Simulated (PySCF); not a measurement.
**Electron correlation in Si (silicon, neutral)**

[Ne] 3s2 3p2, high-spin 3P determinant. Computed with PySCF 2.14 in aug-cc-pwCVTZ, with no relativity, point nucleus. Frozen: [Ne]; 4 electrons correlated.

```
  level  correlation energy (mhartree)
   CCSD                         -75.27
    (T)                          -2.64
CCSD(T)                         -77.91
```

Diagnostics: T1 = 0.012, D1 = 0.0307, largest double amplitude 0.077.

Cost of the coupled-cluster step: roughly 6 core-seconds, for 4 correlated electrons.
